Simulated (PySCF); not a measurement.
C₆H₁₃BO₂.
Structure used (PBE0-D3(BJ)/def2-SVP), in Å, numbered top down from 1:
```
atom  x, y, z in Å
C1    -1.2931   -1.1470   -0.7430
C2    -1.2730    0.2939   -0.2316
C3    -1.7145    0.3492    1.2313
C4    -2.2157    1.1461   -1.0833
C5     0.1409    0.8917   -0.3393
C6     1.2574    0.1427    0.4269
O7     2.1872   -0.2711   -0.5605
B8     1.7523    0.1861   -1.7639
O9     0.5885    0.8864   -1.6928
H10   -1.0008   -1.1910   -1.8026
H11   -2.3061   -1.5688   -0.6567
H12   -0.6163   -1.8036   -0.1734
H13   -1.0797   -0.2722    1.8825
H14   -1.6900    1.3810    1.6177
H15   -2.7467   -0.0199    1.3334
H16   -1.8861    1.1610   -2.1320
H17   -3.2409    0.7465   -1.0458
H18   -2.2454    2.1868   -0.7222
H19    0.0849    1.9437   -0.0095
H20    0.8846   -0.7423    0.9653
H21    1.7660    0.7902    1.1581
H22    2.3396   -0.0099   -2.7924
```

Computed with PySCF at PBE0/pcSseg-1, non-relativistic, on one gas-phase PBE0-D3(BJ)/def2-SVP geometry that isn't relaxed in the solvent. The solvent is an IEF-PCM continuum (van der Waals radii × 1.2). Only the electrostatic response of the medium enters.

Gas phase at PBE0/pcSseg-1: HOMO -7.95 eV, LUMO 0.89 eV, dipole 2.42 D.

Problem. What does the continuum do to the energy, the frontier levels and the dipole at PBE0/pcSseg-1 in dimethylsulfoxide?

Solution. 
| solvent | ε | E(solvent) − E(gas) (kcal/mol) | polarisation term (kcal/mol) | distortion of the solute (kcal/mol) | HOMO (eV) | LUMO (eV) | dipole (D) |
| --- | --- | --- | --- | --- | --- | --- | --- |
| dimethylsulfoxide | 46.83 | -4.17 | -4.80 | 0.63 | -7.88 | 0.84 | 3.19 |

The polarisation term is half the interaction of the solute with the surface charges that it induces; the rest is the cost of distorting the solute's density. The sum is the electrostatic part of solvation alone.

Problem. Which radius a makes the point-dipole formula ΔE = −[(ε − 1)/(2ε + 1)]·μ²/a³ give the value in dimethylsulfoxide, with the gas-phase dipole?

Solution. μ = 0.950 au and |ΔE| = 0.00664 Eh give a = 2.14 Å; the farthest nucleus lies 3.81 Å from the centroid of the nuclei, so such a sphere wouldn't even hold the nuclei. The formula assumes a rigid point dipole at the centre of a sphere.

Problem. Give the dipole vector in the frame of the coordinates (D, pointing from negative to positive charge), gas and dimethylsulfoxide.

Solution. Gas (-1.53, 0.30, 1.85), solvent (-1.83, 0.38, 2.58). Its length changes by +32 % and its direction by 4°.

Problem. Which Hirshfeld charges (PBE0/pcSseg-1) respond most in dimethylsulfoxide (means over atoms taken as equivalent)?

Solution. 
```
atoms             environment  gas (e)  solvent (e)  change
   O7      boron-bound oxygen   -0.187       -0.201  -0.014
   O9      boron-bound oxygen   -0.170       -0.180  -0.010
  H21      methylene hydrogen   +0.047       +0.055  +0.008
  H19        methine hydrogen   +0.038       +0.046  +0.008
  H20      methylene hydrogen   +0.042       +0.049  +0.007
   B8  three-coordinate boron   +0.208       +0.201  -0.007
```

Problem. Which Mayer bond orders change most in dimethylsulfoxide?

Solution. 
```csv
bond,length (Å),gas,solvent,change
C6–O7,1.418,0.886,0.863,-0.023
O9–C5,1.426,0.876,0.854,-0.022
B8–O9,1.360,1.151,1.159,+0.008
C5–C6,1.547,1.034,1.041,+0.007
O7–B8,1.359,1.165,1.169,+0.004
C2–C5,1.539,0.940,0.943,+0.003
C2–C3,1.529,1.016,1.019,+0.003
C2–C4,1.530,1.025,1.022,-0.003
```

Problem. How do the nuclear quadrupole coupling constants eQVzz/h respond in dimethylsulfoxide?

Solution. 
```csv
nucleus,Q (barn),gas (MHz),solvent (MHz),η gas,η solvent
17O at O7,-0.0256,-9.35,-9.03,0.14,0.16
11B at B8,0.04059,3.34,3.33,0.47,0.44
17O at O9,-0.0256,-9.04,-8.77,0.13,0.14
```
